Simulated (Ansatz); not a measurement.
CH4FGe, SMILES `[CH3][GeH][F]` radical at its PBE0-D4/def2-TZVP geometry, where that method's forces vanish. Total charge 0; spin multiplicity 2.

```xyz
7

C     0.8686    0.0794    0.0121
Ge   -1.0439    0.4498   -0.1507
F    -1.7637   -0.1937    1.3126
H     1.3807    0.3552   -0.9106
H     0.9958   -0.9901    0.1950
H     1.2931    0.6404    0.8437
H    -1.7306   -0.3410   -1.3021
```

What forces (eV/Å) does PBE-D4/def2-TZVPP give on these atoms in Ansatz 0.2.0? (Estimate.)

The calculation gave: 
```
C1   0.092 -0.024  0.005
Ge2  0.070  0.444 -0.383
F3  -0.262 -0.243  0.525
H4   0.094  0.058 -0.177
H5   0.025 -0.211  0.037
H6   0.080  0.108  0.158
H7  -0.098 -0.132 -0.165
```
